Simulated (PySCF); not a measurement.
Cost of one run: excited-state job, `O[BH2-]C1CCC1`.

Method: TDDFT B3LYP/def2-SVPD, vertical, IEF-PCM methanol (non-equilibrium linear response), core orbitals frozen in the response (PySCF 2.14.0, density-fitted response routines). Geometry: PBE0-D3(BJ)/def2-SVP. Work: 6 singlets by full TDDFT, polarisability, density fitting. A driver script takes a list of jobs; this job's settings line and coordinates (Å) are shown.

Command:
```bash
OMP_NUM_THREADS=1 python probes_run.py task.json out
```

Input:
```
{"job": {"kind": "uv", "xc": "B3LYP", "basis": "def2-SVPD", "solvent": "methanol", "nstates": 6, "ntriplets": 0}, "charge": -1, "multiplicity": 1}
O      2.791698    -0.168812     0.298450
B      1.610164     0.711463     0.481652
C      0.245609     0.079376    -0.168948
C     -0.417954    -1.168738     0.476042
C     -1.801987    -0.543477     0.224852
C     -1.099487     0.814979     0.050102
H      2.912063    -0.262642    -0.650239
H      1.402786     0.834471     1.718321
H      1.770673     1.874168    -0.017294
H      0.366001    -0.116177    -1.257869
H     -0.220657    -2.166631     0.045761
H     -0.174404    -1.204747     1.552177
H     -2.233311    -0.895372    -0.729501
H     -2.582361    -0.643265     1.004419
H     -1.475388     1.491481    -0.738173
H     -1.067441     1.381534     0.997905
```

Hardware: AMD EPYC 9R14, one thread, shared host with 96 logical CPUs at a one-minute load of 34. PySCF's memory limit was set to 1200 MB.

The basis has 203 functions.

Problem. Estimate the wall time.

Solution. About 17 s. The SCF took 13 cycles.

Problem. How much memory does it need at the peak?

Solution. About 0.94 GiB. Peak memory is the resident size of the whole Python process, interpreter and libraries included.

The SCF part of the output:
```
coarse grid: 12720 points
cycle   1  E = -258.2377351973  dE =  3.105e-01  |g| = 8.438e-01  |ddm| = 5.965e+00
cycle   2  E = -257.8968281442  dE =  3.409e-01  |g| = 1.527e+00  |ddm| = 3.267e+00
cycle   3  E = -258.4120235645  dE = -5.152e-01  |g| = 1.408e-01  |ddm| = 2.190e+00
cycle   4  E = -258.4154268568  dE = -3.403e-03  |g| = 7.425e-02  |ddm| = 3.197e-01
cycle   5  E = -258.4167494808  dE = -1.323e-03  |g| = 1.313e-02  |ddm| = 1.621e-01
cycle   6  E = -258.4167907663  dE = -4.129e-05  |g| = 3.619e-03  |ddm| = 4.046e-02
cycle   7  E = -258.4167943147  dE = -3.548e-06  |g| = 4.148e-04  |ddm| = 6.830e-03
final grid: 120968 points
cycle   8  E = -258.4718883194  dE = -5.287e-05  |g| = 4.918e-03  |ddm| = 1.564e-01
cycle   9  E = -258.4718831144  dE =  5.205e-06  |g| = 6.677e-03  |ddm| = 2.180e-02
cycle  10  E = -258.4718948905  dE = -1.178e-05  |g| = 3.107e-04  |ddm| = 1.318e-02
cycle  11  E = -258.4718949072  dE = -1.672e-08  |g| = 1.852e-04  |ddm| = 1.263e-03
cycle  12  E = -258.4718949139  dE = -6.641e-09  |g| = 6.892e-05  |ddm| = 2.762e-04
cycle  13  E = -258.4718949147  dE = -8.425e-10  |g| = 1.727e-05  |ddm| = 1.239e-04
converged SCF energy = -258.4718949147
```

On the final grid dE counts from the start density on that grid.

The host was shared with other jobs, so the times are rough.
